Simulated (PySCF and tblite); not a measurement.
Values are calculated unless marked as measured or tabulated.
Molecule: 2-vinyl-1,3-dioxolane, C₅H₈O₂, numbered as in [CH2:1]=[CH:2][CH:3]1[O:4][CH2:5][CH2:6][O:7]1; H are named by their carrier, a and b as at the first point (Å):

```
C1       2.338    1.138   -0.080
C2       1.817   -0.051    0.149
C3       0.378   -0.279    0.501
O4      -0.174   -1.289   -0.321
C5      -1.558   -1.029   -0.432
C6      -1.733    0.382    0.171
O7      -0.416    0.859    0.311
H1a      3.379    1.260   -0.326
H1b      1.734    2.027   -0.025
H2       2.391   -0.963    0.093
H3       0.306   -0.610    1.566
H5a     -1.829   -1.071   -1.490
H5b     -2.132   -1.781    0.122
H6a     -2.227    0.328    1.151
H6b     -2.277    1.069   -0.477
```

The ring 3–4–5–6–7 is held at Altona–Sundaralingam phase angles P (ν_j = ν_max cos(P + 144°(j − 2)), ν_j about the bond from ring atom j to j + 1, counted from 0) and the rest relaxed at GFN2-xTB. Energies: PBE0/pcSseg-1 + D3(BJ). Couplings: B3LYP/6-31G* with H pcJ-1, gas phase, for ¹H. Programs: tblite and PySCF.

Question: How do the most sensitive couplings change along the phase angle P?

Answer: 
| phase angle P ° | ³J(H5b,H6b) | ³J(H5a,H6a) | ³J(H5b,H6a) | ³J(H5a,H6b) | ⁴J(H3,H5b) | ⁴J(H3,H6a) | ²J(H6a,H6b) | ²J(H5a,H5b) | ⁴J(H3,H5a) |
| --- | --- | --- | --- | --- | --- | --- | --- | --- | --- |
| 72 | 3.1 | 7.8 | 9.9 | 9.0 | 0.8 | 0.5 | -8.0 | -6.7 | -1.0 |
| 144 | 10.0 | 0.6 | 7.4 | 6.8 | 0.6 | -0.5 | -6.5 | -8.2 | -1.6 |
| 216 | 10.1 | 0.6 | 6.9 | 7.3 | -0.5 | -1.4 | -7.9 | -6.7 | -1.1 |
| 288 | 2.9 | 7.7 | 8.9 | 9.7 | -1.3 | -1.2 | -6.6 | -7.7 | -1.6 |
| 360 | 0.1 | 10.2 | 5.9 | 5.8 | -1.2 | 0.3 | -7.5 | -7.4 | -0.2 |
Values in Hz.

Question: Set ³J(H5b,H6b) against its H–C–C–H torsion.

Answer: -152°: 10.0 Hz, -152°: 10.1 Hz, -112°: 2.9 Hz, -112°: 3.1 Hz, -92°: 0.1 Hz.

Question: With the energies 1.39, 0.85, 0.46, 0.00, 0.69 kcal/mol at these points, what are the Boltzmann averages at 298 K?

Answer: ³J(H5b,H6b) 4.9, ³J(H5a,H6a) 5.7, ³J(H5b,H6a) 7.9, ³J(H5a,H6b) 8.2, ⁴J(H3,H5b) -0.8, ⁴J(H3,H6a) -0.9, ²J(H6a,H6b) -7.1, ²J(H5a,H5b) -7.4, ⁴J(H3,H5a) -1.3 Hz, over these points alone; points not sampled, such as mirror images that interchange a and b, would even out couplings that symmetry makes equal.
